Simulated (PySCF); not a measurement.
Gas-phase reaction: 4 GeH₃ + 3 Cl = 3 GeH₄ + GeCl₃

Energies from PySCF (xtb for GFN2), thermal terms from the rigid-rotor harmonic-oscillator model, ideal gas at 1 bar. † marks an energy on the PBE0/def2-TZVP geometry and frequencies; other levels use their own. MP2 freezes the core. Open shells (unrestricted): GeH₃ (multiplicity 2), Cl (multiplicity 2, electronic degeneracy 6), GeCl₃ (multiplicity 2); the rest are closed-shell singlets. GFN2 has no spin-polarisation term. Spin-orbit splitting is ignored; it lowers the true energy and changes the entropy of Cl. Ge: all electrons, no relativistic terms. GeH₃, GeCl₃: computed as isolated molecules; such fragments, hydroxides, amides, oligomers or adducts are transient or little studied in the gas. MP2 isn't extrapolated to the basis-set limit; its ΔH°(298 K) is -1174.4 kJ in def2-SVP and -1274.3 kJ in def2-TZVPP. The harmonic model lacks anharmonicity and excited electronic states, which grow with temperature; levels with a mode under 35 cm⁻¹ are left out.

| level | ΔE electronic, kJ | ΔH°(298 K), kJ | ΔS°(298 K), J/K | ΔG°(1400 K), kJ |
|---|---|---|---|---|
| GFN2-xTB | -1448 | -1404 | -425 | -800 |
| M06-2X/def2-TZVP† | -1253 | -1232 | -436 | -617 |
| MP2/def2-TZVPP† | -1296 | -1274 | -436 | -659 |
| PBE/def2-SVP | -1285 | -1264 | -432 | -655 |
| PBE0/def2-SVP† | -1248 | -1227 | -436 | -612 |
| PBE0/def2-TZVP | -1258 | -1237 | -436 | -621 |
| r2SCAN/def2-TZVP† | -1265 | -1244 | -436 | -628 |
| ωB97M-V/def2-TZVP† | -1280 | -1259 | -436 | -644 |
ΔH° is lowest at GFN2-xTB and highest at PBE0/def2-SVP†. No reference value is set beside these.
